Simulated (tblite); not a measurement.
Compound: C3H4N2OSSi.
Z-matrix (Å and degrees, GFN2-xTB geometry), rows numbered from 1:
```
O 
C   1  1.2097
C   2  1.4380  1  121.77
S   3  1.7232  2  128.36  1  -179.99
N   4  1.6521  3   90.40  2  -179.99
N   5  1.2590  4  114.20  3     0.00
C   6  1.3381  5  115.56  4    -0.03
Si  7  1.8893  3  123.01  2     0.05
H   2  1.1029  1  121.85  3  -179.98
H   8  1.4584  7  107.52  3   -62.11
H   8  1.4584  7  107.57  3    61.97
H   8  1.4644  7  104.27  3   179.96
```

All values are computed: GFN2-xTB (tblite) harmonic vibrations without scaling, gas phase. The method is semi-empirical: single wavenumbers can be off by several per cent or more. Modes of hydrogen on silicon can be 10 to 20 % off. One conformer, not necessarily the lowest.

Harmonic wavenumbers (cm⁻¹): 111.4, 122.7, 156.5, 226.3, 242.7, 284.0, 375.5, 456.0, 484.8, 543.6, 555.8, 617.2, 660.8, 706.0, 737.8, 789.7, 800.3, 847.8, 913.8, 936.1, 1173.7, 1307.0, 1335.1, 1356.0, 1433.1, 1698.1, 2268.5, 2302.3, 2313.7, 2818.6.

A = 2450, B = 1313, C = 863.7 MHz; mass 143.981 u (most abundant isotopes); point group Cs, symmetry number 1.

**Question.** Zero-point energy?

**Answer.** ½Σν̃ = 14287 cm⁻¹ = 170.92 kJ/mol.

**Question.** What is S at 500 K and 1 bar for an ideal gas of classical rigid rotors and harmonic oscillators?

**Answer.** Translation 181.58, rotation 128.36, vibration 149.52: S = 459.5 J/(mol K).

**Question.** And Cp and H(500 K) − H(0)?

**Answer.** Cp = 184.49 J/(mol K), of which vibrations give 151.23 (their classical limit is 30 R = 249.4); H(500 K) − H(0) = 57.31 kJ/mol without the zero-point energy, 40.69 from vibrations.

**Question.** How do the functions run with temperature in this model?

**Answer.** 
```csv
T (K),S (J/(mol K)),Cp (J/(mol K)),H − H(0) (kJ/mol),G − H(0) (kJ/mol),ln q(vib)
50,236.7,43.2,1.79,-10.04,0.08
100,273.1,64.0,4.48,-22.83,0.62
298.15,376.6,136.0,24.55,-87.74,4.18
373.15,409.5,157.0,35.56,-117.23,5.68
750,541.5,219.3,108.20,-297.93,12.88
1000,607.6,239.5,165.76,-441.85,17.09
```

q(vib) and H(0) count from the zero-point level.

**Question.** Blend soft modes into free rotors: weight 1/[1 + (100 cm⁻¹/ν̃)⁴] for the oscillator and the rest for a rotor with moment μB/(μ + B), μ = h/(8π²ν), B = 10⁻⁴⁴ kg m². What vibrational entropy results?

**Answer.** 146.26 J/(mol K) in place of 149.52, which changes −T·S at 500 K by +1.63 kJ/mol.

**Question.** Which modes carry the vibrational entropy at 500 K?

**Answer.** 111.4 cm⁻¹: 17.81; 122.7 cm⁻¹: 17.01; 156.5 cm⁻¹: 15.02; 226.3 cm⁻¹: 12.03; 242.7 cm⁻¹: 11.47; 284.0 cm⁻¹: 10.22 J/(mol K); the other 24 give 65.96 together.

**Question.** What must be added to the electronic energy to get the Gibbs energy at 500 K and 1 bar?

**Answer.** ZPE + [H(500 K) − H(0)] − T·S = 170.92 + 57.31 − 229.73 = -1.50 kJ/mol.

Hindered rotation and anharmonicity are outside this model. Other conformers, if any are populated, would add a mixing term that is left out.
